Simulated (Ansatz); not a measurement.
Geometry optimisation, Ansatz 0.2.0, RKS PBE0/def2-SVP.

Input:

```yaml
crystal:
  periodic: [false, false, false]
  atoms:
    - { symbol: Sn, position_ang: [-0.180667, -0.16052, -0.53] }
    - { symbol: H, position_ang: [-0.500258, 0.884964, 2.205338] }
    - { symbol: H, position_ang: [0.897338, -0.935707, 0.545552] }
    - { symbol: H, position_ang: [0.105178, 1.520101, -0.661982] }
    - { symbol: H, position_ang: [-0.183414, -0.922604, -2.069818] }
    - { symbol: O, position_ang: [-2.011385, -0.349437, 0.170082] }
    - { symbol: Al, position_ang: [-3.470976, -1.216453, 0.233739] }
    - { symbol: H, position_ang: [-3.647854, -2.529587, -0.646496] }
    - { symbol: H, position_ang: [-4.620208, -0.660259, 1.175241] }
    - { symbol: H, position_ang: [-1.121352, 0.631301, 1.945543] }
basis:
  gaussian: { orbitals: def2-SVP }
hamiltonian:
  xc: pbe0
relax:
  f_tol: 0.03
  max_steps: 50
output:
  orbitals: {}
```

Launched with:

```bash
$ ansatz run input.yaml --threads 2 --pin off --max-ram 3072MiB --backend cpu --events-out ev --progress --plain --runs-dir out
```

Problem. Where does it end, and by what steps?

Solution. The run converged. The force dipped under the threshold on the way, but the program's further checks kept it going. After 15 steps the energy has fallen by 0.114 eV; H2 moved furthest, 0.91 Å.

```
step  energy less start (eV)  largest force component (eV/Å)  accepted
   0                  0.0000                           1.523       yes
   1                 -0.0816                           0.105       yes
   2                 -0.1012                           0.051       yes
   3                 -0.1061                           0.077       yes
   4                 -0.1092                           0.054       yes
   5                 -0.1106                           0.122       yes
   6                 -0.1106                           0.090        no
   7                 -0.1117                           0.026       yes
   8                 -0.1121                           0.023       yes
   9                 -0.1124                           0.086       yes
  10                 -0.1128                           0.050       yes
  11                 -0.1133                           0.055       yes
  12                 -0.1133                           0.054        no
  13                 -0.1136                           0.037       yes
  14                 -0.1138                           0.040       yes
  15                 -0.1139                           0.020       yes
```

```xyz
10
Properties=species:S:1:pos:R:3
Sn -0.096 -0.317 -0.751
H -1.015 1.259 2.853
H 1.078 -1.069 0.242
H 0.173 1.362 -0.932
H -0.259 -1.107 -2.264
O -1.823 -0.494 0.201
Al -3.368 -1.199 0.234
H -3.798 -2.203 -0.926
H -4.329 -0.822 1.439
H -1.296 0.851 2.273
```

Time of the run: 40 s on 2 threads of Arm Neoverse V1, on a shared host, peak memory 0.2 GiB.
